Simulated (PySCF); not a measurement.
C3H7ClGe.
Structure used (PBE0-D3(BJ)/def2-SVP), in Å, numbered top down from 1:
```xyz
12
C3H7ClGe angstrom
C     -2.5366   -1.6553   -1.6578
C     -2.3296   -2.2670   -0.4896
C     -1.3434   -3.3583   -0.2821
Cl    -2.1303   -4.7823    0.5100
Ge     0.1593   -2.8052    0.8830
H     -2.0061   -1.9646   -2.5639
H     -3.2378   -0.8220   -1.7473
H     -2.8787   -1.9442    0.4033
H     -0.9431   -3.7162   -1.2418
H      0.9243   -1.6549    0.1998
H      1.0884   -4.0094    1.1013
H     -0.4259   -2.3270    2.2212
```

Method: PBE0-D3(BJ)/def2-SVP geometry optimisation, gas phase (PySCF).

Take the most abundant isotopes and a rigid rotor. The values belong to one conformer with, in the numbering `[CH2:1]=[CH:2][C@H:3]([Cl:4])[GeH3:5]`, C1–C2–C3–Cl4 -128°.

(1) Give the principal moments of inertia and the rotational constants in MHz.

(2) Classify the top.

(3) Is it planar, by Δ = Ic − Ia − Ib?

(4) Give the other two planar moments, Paa and Pbb, and the rms extents of the mass along the axes.

(5) Where do the levels up to J = 5 lie, in MHz?

(6) Predict some low-J microwave lines.

(7) Estimate the classical rotational partition function at 25 K, 298.15 K and 500 K.

Results:

(1) Ia = 190.55, Ib = 289.48, Ic = 453.81 u·Å²; 505379 MHz·u·Å²/I gives A = 2652, B = 1746, C = 1114 MHz.

(2) An asymmetric top: κ = (2 × 1746 − 2652 − 1114)/(2652 − 1114) = -0.18.

(3) Not planar: Δ = Ic − Ia − Ib = -26.22 u·Å². For a rigid frame Δ = −2 Σ m c², so Σ m c² = 13.11 u·Å² lies off the ab plane: 9.22 from hydrogen and 3.89 from heavier atoms. The atom farthest from that plane is 1.52 Å away.

(4) Paa = Σ m a² = (Ib + Ic − Ia)/2 = 276.37 and Pbb = Σ m b² = (Ia + Ic − Ib)/2 = 177.44 u·Å². With the mass M = 151.94 u, the rms extents √(P/M) along a, b and c are 1.35, 1.08, 0.29 Å.

(5) Above 0(0,0):
J = 1: 1(0,1) 2859, 1(1,1) 3766, 1(1,0) 4398
J = 2: 2(0,2) 8344, 2(1,2) 8853, 2(1,1) 10749, 2(2,1) 13468, 2(2,0) 13702
J = 3: 3(0,3) 16142, 3(1,3) 16356, 3(1,2) 20090, 3(2,2) 22047, 3(2,1) 23062, 3(3,1) 28286, 3(3,0) 28345
J = 4: 4(0,4) 26112, 4(1,4) 26187, 4(1,3) 32135, 4(2,3) 33296, 4(2,2) 35767, 4(3,2) 40066, 4(3,1) 40440, 4(4,1) 48342, 4(4,0) 48354
J = 5: 5(0,5) 38266, 5(1,5) 38289, 5(1,4) 46525, 5(2,4) 47080, 5(2,3) 51604, 5(3,3) 54746, 5(3,2) 55990, 5(4,2) 63153, 5(4,1) 63256, 5(5,1) 73686, 5(5,0) 73688
The levels of one J sum to (2J + 1)J(J + 1)(A + B + C)/3.

(6) The dipole components are |μa| = 0.29 D, |μb| = 1.57 D, |μc| = 0.40 D. The squared components, which scale the intensities, stand as 0.03 : 1.00 : 0.06 (a : b : c). Some of the stronger lines:

```tsv
type	branch	J(Ka,Kc)	MHz	lower level (cm⁻¹)
b	Q	3(2,1) ← 3(1,2)	2972	0.670
b	R	1(1,1) ← 0(0,0)	3766	0.000
b	R	2(0,2) ← 1(1,1)	4579	0.126
b	Q	4(1,3) ← 4(0,4)	6022	0.871
b	Q	4(2,3) ← 4(1,4)	7109	0.874
b	R	4(2,2) ← 3(3,1)	7481	0.944
b	Q	4(4,0) ← 4(3,1)	7914	1.349
b	R	2(2,0) ← 1(1,1)	9936	0.126
b	R	3(3,0) ← 2(2,1)	14876	0.449
b	R	4(4,1) ← 3(3,0)	19998	0.945
b	R	4(4,0) ← 3(3,1)	20068	0.944
```

(7) Point group C1, symmetry number σ = 1; q = (√π/σ)·√((kT/h)³/(ABC)), k/h = 20836.6 MHz/K: 9280 at 25 K, 382000 at 298.15 K, 830000 at 500 K.

Whether it is a minimum is left open (no frequencies). No vibrational averaging or centrifugal distortion is included, and the geometry carries the error of its method. A rigid rotor knows nothing of internal rotation, which can split or shift real lines. Quadrupole hyperfine structure (35Cl) is left out.
